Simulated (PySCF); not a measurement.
WSCl3, SMILES [S]=[W+]([Cl])([Cl])[Cl], charge +1, multiplicity 1.

Geometry: B3LYP-D3(BJ)/def2-SVP. The spin state was assumed, not searched. The isomer is the one that the SMILES or the coordinates give; other isomers of the formula were not compared. The def2 effective core potentials stand for the cores of W; spin–orbit coupling is left out.

Calculation: HF/def2-TZVP in PySCF.

Symmetry labels are those of the subgroup Cs that the program uses (full group C3v).

### Question
List the valence orbital energies around the gap with their symmetry. (Estimate from the structure and the level; the computed values follow.)

### Answer

| orbital | symmetry | energy (eV) |
|---|---|---|
| HOMO−7 | A" | -20.22 |
| HOMO−6 | A' | -19.89 |
| HOMO−5 | A' | -19.00 |
| HOMO−4 | A" | -19.00 |
| HOMO−3 | A' | -18.63 |
| HOMO−2 | A" | -18.17 |
| HOMO−1 | A' | -16.66 |
| HOMO | A" | -16.66 |
| LUMO | A' | -6.04 |
| LUMO+1 | A" | -6.04 |
| LUMO+2 | A' | -4.86 |
| LUMO+3 | A" | -4.86 |
